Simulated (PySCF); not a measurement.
Species: C₃H₈BOP.
Bonds: C1–C2 (double), C2–B3, B3–P4, C2–O5, O5–C6. Hydrogens: H7, H8 on C1; H9 on B3; H10, H11 on P4; H12, H13, H14 on C6.

Theory: PBE0-D3(BJ)/def2-SVP geometry optimisation, gas phase in PySCF.

(1) What internal coordinates does the optimisation give?

## Answers

(1) 
```
                  bond  length (pm)   order
                 C1=C2        135.3  double
                 C2–B3        155.3  single
                 B3–P4        187.7  single
                 C2–O5        135.5  single
                 O5–C6        139.8  single
                 C1–H7        109.0  single
                 C1–H8        109.3  single
                 B3–H9        120.7  single
        P4–H10, P4–H11        141.9  single
C6–H12, C6–H13, C6–H14        110.3  single
```

Bonds in one row agree within 1 pm and their mean is given. Orders are formal, as drawn. A selection of angles:
```
     angle  degrees
  C2–C1–H7    118.5
  C2–C1–H8    124.3
  H7–C1–H8    117.2
  C1–C2–B3    120.3
  C1–C2–O5    124.6
  B3–C2–O5    115.0
  C2–B3–P4    121.0
  C2–B3–H9    119.2
  P4–B3–H9    119.3
 B3–P4–H10    102.6
 B3–P4–H11    102.1
H10–P4–H11     99.9
  C2–O5–C6    118.4
 O5–C6–H12    107.1
 O5–C6–H13    111.6
H12–C6–H13    109.1
H13–C6–H14    108.4
```

Torsions: C1–C2–B3–P4 -179° (antiperiplanar); C1–C2–O5–C6 1° (synperiplanar). The mirror-image conformer, all signs reversed, is as good.

The C–O distances run from 1.355 Å (C2–O5, drawn single) to 1.398 Å (O5–C6, drawn single), a spread of 0.043 Å. The 6 heavy atoms lie in one plane (0.012 Å rms). B3 (three-coordinate boron) is planar (angles 121.0°, 119.3° and 119.2°, sum 359.6°, 0.06 Å off the plane of its three neighbours). Of the pairs four or more bonds apart, C6···H8 is among the closest relative to their van der Waals radii: 2.56 Å, 88 % of the sum of Bondi's values. O5 (ether oxygen) is bent (angle 118.4°). P4 (three-coordinate phosphorus) is pyramidal (angles 102.6°, 102.1° and 99.9°, sum 304.6°, 0.69 Å off the plane of its three neighbours).

No PBE0-D3(BJ)/def2-SVP frequencies stand behind this structure, so it isn't proved a minimum. The numbers are those of one conformer (C1–C2–B3–P4 -179°, C2–B3–P4–H -41° and -145°, C1–C2–O5–C6 1°).
